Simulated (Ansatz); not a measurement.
A structure relaxed at PBE0-D4/def2-SVP in Ansatz, charge 1, singlet:

```xyz
5

Sb   -0.135   -1.268    2.131
Sb    2.047   -0.411   -1.358
Sb   -2.223   -0.157    1.105
Sb    0.365    1.168    0.509
Sb   -0.054    0.669   -2.388
```

**Question.** Give its formula and point group.

**Answer.** the cluster Sb5⁺. Point group C2v (tolerance 0.1 Å).

**Question.** Summarise the bond lengths by kind (pairs closer than 1.2 times the sum of covalent radii, bridged metal pairs left out).

**Answer.** 6 × Sb–Sb 2.58 to 2.97 Å.

In the def2 sets Sb takes a core potential; there is no spin–orbit coupling. The restricted singlet is unstable towards broken spin symmetry in Hartree–Fock (as tested in another run); at PBE0-D4/def2-SVP this wasn't settled. Another isomer (singlet) lies 1.86 eV lower at PBE0-D4/def2-TZVP; other spin states weren't run for this one.
